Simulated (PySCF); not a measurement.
# [Hg(NH3)3]2+ at several levels of theory

Computed with PySCF 2.14.0 (density fitting, no spin-orbit coupling) at the geometry relaxed with TPSS:

```xyz
13
[Hg(NH3)3]2+ (singlet)
Hg    0.0000    0.0000    0.0000
N     2.2834    0.0023    0.0000
H     2.6700   -0.4778    0.8293
H     2.6700   -0.4778   -0.8293
H     2.6776    0.9567    0.0000
N    -1.1437    1.9764    0.0000
H    -0.9212    2.5512    0.8293
H    -0.9212    2.5512   -0.8293
H    -2.1673    1.8406    0.0000
N    -1.1397   -1.9787    0.0000
H    -1.7488   -2.0733    0.8293
H    -1.7488   -2.0733   -0.8293
H    -0.5103   -2.7973    0.0000
```

```csv
level,basis,state,HOMO (eV),gap (eV),charge on Hg1 (e),dipole about the centre of mass (D),largest force component (eV/Å)
TPSS,"Hg def2-SVP with ECP60, N def2-SVP, H def2-SVP",singlet,-17.29,4.93,0.75,0.00,0.00
PBE,the same,singlet,-17.23,4.77,0.71,0.00,0.12
TPSS,"Hg def2-TZVP with ECP60, N def2-TZVP, H def2-TZVP",singlet,-17.24,4.94,0.92,0.00,0.32
TPSS,"Hg x2c-SVPall, N x2c-SVPall, H x2c-SVPall",singlet,-17.35,4.95,0.51,0.00,0.09
```

Charges are Mulliken's, which hang on the basis. The relaxation used the grid (50, 194), these runs (75, 302) or, all-electron (x2c bases, spin-free X2C Hamiltonian), (99, 590).

Question: A further run in the first row's basis gives HOMO (eV) -17.34, gap (eV) 4.76, charge on Hg1 (e) 0.71, dipole about the centre of mass (D) 0.00, largest force component (eV/Å) 0.15. Which level was it?
A. revPBE
B. BP86
C. PBE0

Answer: B. The others give HOMO -18.64 eV (PBE0); -17.18 eV (revPBE).

In the first row's basis the gap widens with exact exchange: 4.8 to 4.9 eV for BP86, PBE, revPBE, TPSS (none); 7.1 eV for PBE0 (a fixed share).

No frequency check is given that shows the relaxed geometry to be a minimum.
